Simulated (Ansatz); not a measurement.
System: heptafluoropropyl methyl ether, C4H3F7O (charge 0, singlet). 
Coordinates optimised at B3LYP-D3(BJ)/def2-TZVP (Ansatz, a first-principles code):
SMILES: COC(F)(F)C(F)(F)C(F)(F)F
```xyz
15

C      3.3144    -0.2729    -0.4886
O      2.0757    -0.4482     0.2282
C      0.9745     0.0314    -0.3587
F      0.7465    -0.5363    -1.5772
F      1.0499     1.3737    -0.5858
C     -0.2356    -0.2612     0.5753
F     -0.3187    -1.5937     0.7626
F     -0.0123     0.3350     1.7637
C     -1.6255     0.2240     0.0659
F     -1.6421     1.5476    -0.0994
F     -2.5495    -0.1013     0.9755
F     -1.9452    -0.3604    -1.0898
H      3.2733    -0.7868    -1.4479
H      4.0734    -0.7218     0.1438
H      3.5232     0.7863    -0.6314
```

Total electronic energies in hartree. Correlated levels leave the core frozen unless marked. No spin-orbit coupling. Non-relativistic. CBS(X,Y): correlation extrapolated as X^-3; Hartree-Fock from the larger set. The bracket is a focal-point correction in the basis named.

```csv
level,program,energy (Eh)
RI-HF/cc-pVTZ,Ansatz,-924.50640
BLYP-D4/def2-TZVPD,Ansatz + dftd4,-928.67001
B3LYP-D3(BJ)/def2-TZVPD,Ansatz + dftd3,-928.77655
PBE0-D4/def2-TZVPD,Ansatz + dftd4,-927.85979
r2SCAN0-D4/def2-TZVPD,Ansatz + dftd4,-928.24522
HSE06-D3(BJ)/def2-TZVPD,Ansatz + dftd3,…
CAM-B3LYP-D3(BJ)/def2-TZVPD,Ansatz + dftd3,-928.52689
CAM-B3LYP/def2-TZVPD,Ansatz,-928.51832
LC-wPBE-D4/def2-TZVPD,Ansatz + dftd4,-928.26577
B2GP-PLYP-D3(BJ)/def2-TZVPD,Ansatz + dftd3,-928.07886
B2GP-PLYP/def2-TZVPD,Ansatz,-928.07279
B2PLYP/def2-TZVPD,Ansatz,…
SCS-MP2/cc-pVDZ,Ansatz,-926.13225
CCSD/6-31G*,Ansatz,-926.06118
"RI-MP2/CBS(cc-pVTZ,cc-pVQZ)+[CCSD(T)-MP2]/cc-pVTZ",Ansatz,-927.6927
```

Q: Fill in the missing entries.

A: 
- HSE06-D3(BJ)/def2-TZVPD, energy (Eh): -927.81725
- B2PLYP/def2-TZVPD, energy (Eh): -928.22201
